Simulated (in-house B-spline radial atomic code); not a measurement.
Ca¹³⁺. Computed with a B-spline radial atomic code. Model: all-electron spherical atom, spin shells full or empty, radial basis limit, no spin-orbit coupling: exact exchange with a local potential (Slater, KLI or optimised effective potential, whose far tail is KLI's), no correlation.

Exchange potential has not reached -1/r at the last radius.

The run also made RPA and GW results, which its time includes.

The Slater potential averages the orbital exchange potentials with the orbital densities as weights, KLI adds orbital constants, and the optimised effective potential minimises the exact-exchange energy among local potentials. So their energies lie above Hartree-Fock in the order OEP, KLI, Slater. All fall off as −1/r, unlike LDA and GGA exchange.

Command:
```bash
python run_gw.py task.json out
```
Settings (nuclear radius in fm, other lengths in bohr, energies in hartree):
```
Z                      20
electrons              7
configuration          [He] 2s2 2p3
hamiltonian            x2c
method                 kli
lmax                   9
rms_radius             3.4776
spin_polarised         True
box_radius             5.53
intervals              96
```

Run time, properties included: 4.4 s on 1 thread of Arm Neoverse N1 (shared host).

Given: hamiltonian one-electron scalar X2C; mean-field start exchange-only KLI.

Computed: energy above Hartree-Fock 2.0584 millihartree.

```
radius (bohr)  r times exchange potential up (hartree bohr)  r times exchange potential down (hartree bohr)
       0.0025                                     -0.042947                                       -0.045452
      0.00295                                     -0.050634                                       -0.053589
      0.00348                                     -0.059659                                       -0.063145
      0.00411                                     -0.070343                                       -0.074458
      0.00485                                      -0.08283                                       -0.087683
      0.00572                                     -0.097403                                        -0.10312
      0.00675                                             ?                                               ?
      0.00796                                       -0.1343                                        -0.14224
      0.00939                                      -0.15732                                        -0.16667
       0.0111                                      -0.18423                                        -0.19524
       0.0131                                      -0.21476                                        -0.22772
       0.0154                                      -0.24854                                         -0.2637
       0.0182                                      -0.28761                                        -0.30539
       0.0215                                      -0.33062                                        -0.35144
       0.0254                                      -0.37712                                        -0.40143
       0.0299                                      -0.42497                                        -0.45316
       0.0353                                      -0.47437                                        -0.50701
       0.0417                                       -0.5223                                        -0.55989
       0.0492                                      -0.56521                                        -0.60813
        0.058                                      -0.59998                                        -0.64824
       0.0684                                      -0.62406                                        -0.67642
       0.0808                                      -0.63711                                        -0.68796
       0.0953                                      -0.64542                                          -0.677
        0.112                                      -0.66672                                        -0.63823
        0.133                                      -0.72963                                        -0.56659
        0.157                                             ?                                               ?
        0.185                                      -0.97157                                        -0.54847
        0.218                                       -1.1084                                        -0.65196
        0.257                                       -1.2289                                         -0.7578
        0.303                                       -1.3176                                        -0.84444
        0.358                                       -1.3646                                        -0.91029
        0.423                                       -1.3664                                        -0.95478
        0.499                                       -1.3318                                        -0.98061
        0.588                                       -1.2756                                        -0.99315
        0.694                                       -1.2114                                        -0.99813
        0.819                                       -1.1493                                        -0.99962
        0.966                                       -1.0938                                        -0.99994
```

(1) What belongs in the row 0.00675?

(2) What belongs in the row 0.157?

| occupied | level (hartree) | Hartree-Fock level (hartree) |
| --- | --- | --- |
| 1s up | -165.82 | -169.63 |
| 1s down | -166.15 | -168.91 |
| 2s up | -32.498 | -32.863 |
| 2s down | ? | ? |
| 2p up | -30.21 | -30.211 |

(3) What belongs in the row 2s down?

| empty | level (hartree) |
| --- | --- |
| 2p down | -28.801 |
| 3s up | ? |
| 3s down | -12.629 |
| 3p up | ? |
| 3p down | -11.928 |
| 3d up | -11.554 |
| 3d down | -11.082 |
| 4s up | -6.9178 |
| 4s down | -6.8283 |
| 4p up | -6.6386 |
| 4p down | -6.5439 |
| 4d up | -6.3543 |
| 4d down | -6.2202 |
| 4f up | -6.2071 |

(4) What belongs in the row 3s up?

(5) What belongs in the row 3p up?

## Answers

(1) r times exchange potential up (hartree bohr): -0.11448; r times exchange potential down (hartree bohr): -0.12123.

(2) r times exchange potential up (hartree bohr): -0.83748; r times exchange potential down (hartree bohr): -0.51176.

(3) level (hartree): -31.215; Hartree-Fock level (hartree): -31.216.

(4) level (hartree): -12.963.

(5) level (hartree): -12.279.

The highest level, 2p up, differs from Hartree-Fock by +0.032 eV and the deepest, 1s down, by +75.3 eV: a local potential can match the highest level but can't give each shell its own exchange.
